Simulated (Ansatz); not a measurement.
`C[O][InH][C]#N` + CH₄ → `[CH3][InH][C]#N` + CH₃OH  (formal exchange of groups at the In–O bond)

Calculated with Ansatz (gas phase, PBE0-D4/def2-TZVP geometries, no zero-point term in ΔE). CBS: MP2 limit from def2 TZ/QZ plus the TZ coupled-cluster correction, frozen cores. This one scheme is used for every species. Functionals use def2-TZVPP. def2 core potentials past Kr. For In outer-core shells are correlated without core-valence functions, which leaves a few kJ/mol of doubt a bond. Each species was taken in one conformer, which may not be the lowest.

CCSD(T)/CBS gives +51.4 kJ/mol.

Task: Another level gave +41.9 kJ/mol. Which?
A. PBE0/def2-TZVPP
B. BLYP/def2-TZVPP
C. revPBE-D4/def2-TZVPP
D. MP2/def2-TZVPP

Result: A. PBE0 41.9, revPBE-D4 52.0, MP2/def2-TZVPP 47.9, BLYP 56.4 kJ/mol.

Largest T1 diagnostic among the species: 0.017.

At CCSD(T), def2-SVP lies +9.2 kJ/mol from the extrapolated value and def2-TZVPP −3.3 kJ/mol. From PBE to PBE0 (25 % exact exchange), in def2-TZVPP and without D4, ΔE moves by −7.1 kJ/mol. The D4 term adds +3.1 kJ/mol with B3LYP and +1.8 kJ/mol with PBE0; it sums over pairs of atoms, weighted by their polarisabilities, and B3LYP, whose exchange is more repulsive, gets the larger term.

B3LYP here is the variant with VWN-RPA as its local correlation; programs differ in this.
